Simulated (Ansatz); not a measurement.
# Molecular dynamics of C2H7BO

Input:

```yaml
crystal:
  periodic: [false, false, false]
  atoms:
    - { symbol: B, position_ang: [-0.060571, -0.174948, -0.0698] }
    - { symbol: C, position_ang: [0.053849, -0.063408, 1.510187] }
    - { symbol: H, position_ang: [-0.775523, -0.604505, 2.013378] }
    - { symbol: H, position_ang: [1.011019, -0.428953, 1.938269] }
    - { symbol: H, position_ang: [-0.060566, 1.001022, 1.813318] }
    - { symbol: O, position_ang: [1.018462, -0.523415, -0.84306] }
    - { symbol: H, position_ang: [1.807603, -0.708745, -0.301372] }
    - { symbol: C, position_ang: [-1.417303, 0.10089, -0.833867] }
    - { symbol: H, position_ang: [-2.11031, -0.75295, -0.663333] }
    - { symbol: H, position_ang: [-1.945689, 0.995827, -0.444723] }
    - { symbol: H, position_ang: [-1.284072, 0.207287, -1.928097] }
basis:
  gaussian: { orbitals: def2-SVP }
hamiltonian:
  xc: pbe
md:
  timestep: 0.5
  n_steps: 500
  ensemble: nve_milne
  temperature: 500.0
  initial_velocities: maxwell_boltzmann
  seed: 341
```

Run as:

```bash
$ ansatz run input.yaml --threads 2 --pin off --max-ram 3072MiB --backend cpu --events-out ev --progress --plain --runs-dir out
```

It starts from a relaxed structure.

Output, in part (step lines, the closing report, with atoms numbered from 0):

```
md step     0: t =     0.00 fs  T =   500.0 K  F+E_penalty+E_count = -4903.29869635 eV  E_kin = 0.581670 eV  conserved = -4902.71702635 eV  (26 SCF iters)
md step     1: t =     0.50 fs  T =   482.9 K  F+E_penalty+E_count = -4903.27823727 eV  E_kin = 0.561812 eV  conserved = -4902.71642575 eV  (28 SCF iters)
md step     2: t =     1.00 fs  T =   435.4 K  F+E_penalty+E_count = -4903.22362336 eV  E_kin = 0.506514 eV  conserved = -4902.71710967 eV  (28 SCF iters)
md step     3: t =     1.50 fs  T =   372.2 K  F+E_penalty+E_count = -4903.15010803 eV  E_kin = 0.432946 eV  conserved = -4902.71716222 eV  (28 SCF iters)
md step     4: t =     2.00 fs  T =   307.8 K  F+E_penalty+E_count = -4903.07519755 eV  E_kin = 0.358072 eV  conserved = -4902.71712604 eV  (28 SCF iters)
md step     5: t =     2.50 fs  T =   255.5 K  F+E_penalty+E_count = -4903.01434669 eV  E_kin = 0.297227 eV  conserved = -4902.71711976 eV  (28 SCF iters)
md step     6: t =     3.00 fs  T =   224.0 K  F+E_penalty+E_count = -4902.97769523 eV  E_kin = 0.260560 eV  conserved = -4902.71713478 eV  (29 SCF iters)
md step     7: t =     3.50 fs  T =   216.0 K  F+E_penalty+E_count = -4902.96839071 eV  E_kin = 0.251255 eV  conserved = -4902.71713522 eV  (29 SCF iters)
[... lines left out ...]
md step   497: t =   248.50 fs  T =   189.7 K  F+E_penalty+E_count = -4902.93795390 eV  E_kin = 0.220738 eV  conserved = -4902.71721576 eV  (28 SCF iters)
md step   498: t =   249.00 fs  T =   225.0 K  F+E_penalty+E_count = -4902.97888753 eV  E_kin = 0.261700 eV  conserved = -4902.71718744 eV  (29 SCF iters)
md step   499: t =   249.50 fs  T =   266.9 K  F+E_penalty+E_count = -4903.02766499 eV  E_kin = 0.310486 eV  conserved = -4902.71717890 eV  (29 SCF iters)
md step   500: t =   250.00 fs  T =   300.7 K  F+E_penalty+E_count = -4903.06690706 eV  E_kin = 0.349764 eV  conserved = -4902.71714345 eV  (27 SCF iters)
Total energy: -4903.06693925 eV, -180.1843865995 hartree
Atom 0 at    -0.025689    -0.092477    -0.080884 Å, force     0.174283    -1.027654     0.782060 eV/Å
Atom 1 at     0.025676    -0.054976     1.540327 Å, force    -0.385280     0.755171    -1.804938 eV/Å
Atom 2 at    -0.712929    -0.811291     1.883236 Å, force     0.081194     0.264544     0.308101 eV/Å
Atom 3 at     1.028359    -0.239834     1.907217 Å, force     0.643020    -0.223828     0.628734 eV/Å
Atom 4 at    -0.284954     0.995812     1.787564 Å, force    -0.041828    -0.548296     0.380152 eV/Å
Atom 5 at     1.002943    -0.561089    -0.871749 Å, force    -0.042620     0.073369     0.262717 eV/Å
Atom 6 at     1.730557    -0.935507    -0.340406 Å, force     0.080837     0.240293    -0.007321 eV/Å
Atom 7 at    -1.387057     0.094641    -0.806173 Å, force    -0.486082     1.372896     0.883418 eV/Å
Atom 8 at    -1.977925    -0.805184    -0.630886 Å, force    -0.357611    -0.626486     0.041867 eV/Å
Atom 9 at    -2.016562     0.945446    -0.438944 Å, force     0.208589    -0.265918     0.105082 eV/Å
Atom 10 at    -1.276549     0.247055    -1.855240 Å, force     0.125497    -0.014091    -1.579873 eV/Å
Dipole moment:     0.133309    -0.083295     0.202844 e Å
```

The steps, from the saved trajectory:

```
time (fs)  T (K)  potential energy less start (eV)  conserved less start (meV/atom)
        0    500                             0.000                             0.00
        8    133                             0.427                            -0.02
       16    238                             0.305                            -0.01
       24    252                             0.288                            -0.01
       32    163                             0.392                            -0.02
       40    374                             0.147                            -0.01
       48    198                             0.351                            -0.01
       56    308                             0.224                            -0.01
       64    196                             0.354                            -0.01
       72    218                             0.328                            -0.01
       80    259                             0.280                            -0.01
       88    290                             0.244                            -0.01
       96    249                             0.292                            -0.01
      104    203                             0.345                            -0.01
      112    208                             0.340                            -0.02
      120    294                             0.240                            -0.01
      128    222                             0.323                            -0.01
      136    273                             0.264                            -0.01
      144    302                             0.231                            -0.01
      152    130                             0.430                            -0.01
      160    304                             0.227                            -0.01
      168    223                             0.322                            -0.02
      176    326                             0.202                            -0.01
      184    210                             0.337                            -0.01
      192    192                             0.358                            -0.01
      200    328                             0.200                            -0.01
      208    164                             0.391                            -0.01
      216    357                             0.166                            -0.01
      224    237                             0.306                            -0.01
      232    246                             0.296                            -0.01
      240    242                             0.300                            -0.01
      248    175                             0.378                            -0.02
```

All steps were run. The conserved energy stayed within 0.055 meV per atom of its start (net change -0.011 meV per atom), so the integration is sound. Over the second half the temperature averaged 0.50 of the 500 K drawn at the start: a run that starts near a minimum puts about half its kinetic energy into the potential. A run of 0.25 ps of so small a system gives no equilibrium averages.

The same pairs are bonded in the first frame and the last. Pairs count as bonded within 1.25 times the sum of covalent radii (0.12 Å more for H–H).

Last frame:

```xyz
11
Properties=species:S:1:pos:R:3
B -0.026 -0.092 -0.081
C 0.026 -0.055 1.540
H -0.713 -0.811 1.883
H 1.028 -0.240 1.907
H -0.285 0.996 1.788
O 1.003 -0.561 -0.872
H 1.731 -0.935 -0.340
C -1.387 0.095 -0.806
H -1.978 -0.805 -0.631
H -2.017 0.945 -0.439
H -1.276 0.247 -1.855
```

Time of the run: 11 min on 2 threads of Arm Neoverse V1, on a shared host, peak memory 0.11 GiB.
